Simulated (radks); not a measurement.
Isoelectronic series with 46 electrons, each ion in its NIST ground configuration. Calculated with a radial shooting solver on a logarithmic mesh with Libxc functionals: Dirac Kohn-Sham, LDA (Slater exchange, Perdew-Wang correlation), spin-unpolarised, spherical densities, finite nucleus; Fermi nuclear charge, rms radius of each element as measured or else 0.836 A^(1/3) + 0.57 fm. Total energies (hartree) and mean radii <r> (bohr):

[
 {"ion": "Pd", "configuration": "[Kr] 4d10", "E (hartree)": "-5042.08357", "4d5/2": "1.607", "4d3/2": "1.570", "4p3/2": "1.054"},
 {"ion": "Ag+", "configuration": "[Kr] 4d10", "E (hartree)": "-5311.93094", "4d5/2": "1.399", "4d3/2": "1.376", "4p3/2": "1.011"},
 {"ion": "Cd2+", "configuration": "[Kr] 4d10", "E (hartree)": "-5589.86688", "4d5/2": "1.261", "4d3/2": "1.244", "4p3/2": "0.9698"},
 {"ion": "In3+", "configuration": "[Kr] 4d10", "E (hartree)": "-5875.89699", "4d5/2": "1.158", "4d3/2": "1.143", "4p3/2": "0.9301"},
 {"ion": "Sn4+", "configuration": "[Kr] 4d10", "E (hartree)": "-6170.03375", "4d5/2": "1.075", "4d3/2": "1.063", "4p3/2": "0.8928"},
 {"ion": "Sb5+", "configuration": "[Kr] 4d10", "E (hartree)": "-6472.30568", "4d5/2": "1.007", "4d3/2": "0.9961", "4p3/2": "0.8579"},
 {"ion": "Te6+", "configuration": "[Kr] 4d10", "E (hartree)": "-6782.74255", "4d5/2": "0.9495", "4d3/2": "0.9390", "4p3/2": "0.8254"},
 {"ion": "I7+", "configuration": "[Kr] 4d10", "E (hartree)": "-7101.38917", "4d5/2": "0.8993", "4d3/2": "0.8895", "4p3/2": "0.7952"}
]
